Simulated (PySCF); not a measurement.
C2H7InO. Atoms are numbered in the order given.

```xyz
11

In     0.0751    -0.8962     0.0000
H      1.7968    -0.8081     0.0000
H     -1.0545    -2.1920     0.0000
O     -0.9854     0.8166     0.0000
C     -0.6072     2.1631     0.0000
C      0.8934     2.4293     0.0000
H     -1.0553     2.6621     0.8845
H     -1.0553     2.6621    -0.8845
H      1.3772     1.9953     0.8917
H      1.0983     3.5125     0.0000
H      1.3772     1.9953    -0.8917
```

The structure is a stationary point at B3LYP-D3(BJ)/def2-SVP. The structure was generated by enumeration; whether it is a known compound was not checked. The def2 effective core potentials stand for the cores of In; spin–orbit coupling is left out. The values are those of a single conformer.

Calculation: TDA-PBE/def2-SVPD (PySCF).

Vertical excitations. The molecule is in vacuum. State labels are in the subgroup Cs.

Question: Estimate the UV-visible absorptions. (Estimate from the structure and the level; the computed values follow.)

Answer: 
```
state  symmetry  energy (eV)  λ (nm)      f          main pairs
-----  --------  -----------  ------  -----  ------------------
S1           A"         3.89     319  0.000   HOMO−1→LUMO 100 %
S2           A'         4.18     297  0.064      HOMO→LUMO 85 %
S3           A"         4.73     262  0.013    HOMO→LUMO+1 99 %
S4           A'         5.29     234  0.116  HOMO−1→LUMO+1 80 %
S5           A"         5.36     231  0.001   HOMO−2→LUMO 100 %
S6           A"         5.66     219  0.009    HOMO→LUMO+2 99 %
S7           A"         5.87     211  0.004    HOMO→LUMO+3 99 %
S8           A'         5.92     209  0.014  HOMO−1→LUMO+2 86 %
S9           A'         6.11     203  0.073  HOMO−1→LUMO+3 89 %
S10          A"         6.51     190  0.006    HOMO−3→LUMO 96 %
T1           A'         3.36     369      0     HOMO→LUMO 100 %
T2           A"         3.71     334      0    HOMO−1→LUMO 99 %
T3           A"         4.44     279      0    HOMO→LUMO+1 98 %
T4           A'         4.55     273      0  HOMO−1→LUMO+1 98 %
```
Triplets are in the Tamm–Dancoff approximation.
